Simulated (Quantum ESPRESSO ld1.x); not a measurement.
Initial-state core-level shifts of the gallium ion Ga+ when its valence configuration changes from [Ar] 3d10 4s2. All-electron calculation, Dirac Kohn-Sham, BLYP, spin-unpolarised, spherical densities, point nucleus; open shells fill j = l - 1/2 first. Program: ld1.x of Quantum ESPRESSO 7.5. Shifts are changes of the shell-averaged eigenvalues in eV (positive: less bound).

valence,1s,2s,2p,3p
3d10 4p2,-3.511,-3.350,-3.353,-3.479
3d10 4s1 4p1,-1.818,-1.735,-1.737,-1.799
3d10 4s1.5 4p0.5,-0.926,-0.884,-0.885,-0.916
3d9.5 4s2 4p0.5,-5.294,-5.758,-5.713,-4.971
3d8 4s2 4p2,-22.621,-24.839,-24.637,-20.642
3d9 4s2 4p1,-10.835,-11.826,-11.732,-10.078
3d9.5 4s1 4p1.5,-7.019,-7.414,-7.368,-6.674
3d9.5 4p2.5,-8.693,-9.018,-8.972,-8.328
